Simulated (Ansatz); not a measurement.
C3H7, charge -1, singlet, geometry from GFN2-xTB (a gas-phase anion, which may not be bound at this level); Ansatz (a program for electronic structure) with MP2/def2-SVP.

Input for Ansatz:
Ansatz 0.2 input:
```yaml
crystal:
  periodic: [false, false, false]
  atoms:
    - {symbol: C, position_ang: [-0.10780469, 0.00054251, 0.68004084]}
    - {symbol: C, position_ang: [-0.02190610, 1.23344102, -0.21846953]}
    - {symbol: C, position_ang: [-0.00646224, -1.23439269, -0.21405251]}
    - {symbol: H, position_ang: [0.84309050, 0.00760359, 1.30038358]}
    - {symbol: H, position_ang: [0.01296381, 2.15358899, 0.38110298]}
    - {symbol: H, position_ang: [0.03990771, -2.15188010, 0.38880905]}
    - {symbol: H, position_ang: [0.85762803, 1.28590022, -0.92185351]}
    - {symbol: H, position_ang: [-0.91331302, 1.30302432, -0.86049058]}
    - {symbol: H, position_ang: [-0.89691409, -1.31742471, -0.85580041]}
    - {symbol: H, position_ang: [0.87367531, -1.27835733, -0.91726391]}
basis:
  gaussian:
    orbitals: def2-SVP
total_charge: -1
magnetization: {spin_polarized: false}
correlation: {method: mp2, electrons: outside_noble_gas}
accuracy: high
```

It wrote (shortened):

```
Functional definition: HF
1943 factors; integrals over basis functions are off by at most 3.1e-9 eV
mean field evaluation 1: about -3194.9049 eV, gradient 2.1e1 eV
mean field evaluation 2: about -3194.9076 eV, gradient 2.1e1 eV
mean field evaluation 4: about -3196.4840 eV, gradient 3.1e0 eV
mean field evaluation 8: about -3196.5142 eV, gradient 5.5e-2 eV
mean field -3196.51418860 eV, -117.4697297557 hartree, gradient 1.6e-8 eV, S^2 0.000000; 0 other end points of the search recorded, 0 dependent functions left out
3 core orbitals not correlated
reference -3196.51418860 eV, -117.4697297557 hartree; 10, 10 occupied and 64, 64 virtual orbitals, 1943 factors
second order -12.27262021 eV of doubles, -0.00000000 eV of singles
Total energy: -3208.78680881 eV, -117.9207402298 hartree
```
